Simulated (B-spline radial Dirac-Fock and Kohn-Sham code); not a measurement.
**Dipole and non-dipole photoemission parameters of Ag⁺ 2s**

System: silver as Ag⁺ in the configuration 1s2 2s2 2p6 3s2 3p6 3d10 4s2 4p6 4d10; threshold 3791.7 eV (orbital energy of the model). Model: Dirac-Hartree-Slater photoionisation with a Latter tail; cross sections with all multipoles, angular parameters from the dipole term and its interference with E2. Program: a radial B-spline solver.

For linearly polarised light dσ/dΩ = σ/(4π) [1 + β P₂(cos θ) + (δ + γ cos²θ) sin θ cos φ], with θ from the polarisation vector and φ the angle between the beam and the projection of the electron momentum on the plane normal to the polarisation.

```csv
hν (eV),σ (kb),β,γ
5390,18.9,1.994,-0.025
6910,11.9,1.994,-0.071
7010,11.6,1.994,-0.065
8047.8,8.88,1.994,0.024
10900,?,?,?
12000,3.88,1.994,0.526
13100,3.20,1.994,0.670
```

Problem. Give the values at 10900 eV.

Solution. σ = 4.76 kb, β = 1.994, γ = 0.379. For an s subshell δ is negligible.

Values without a named source are computed, but for edge energies of neutral atoms, which are taken from tables.
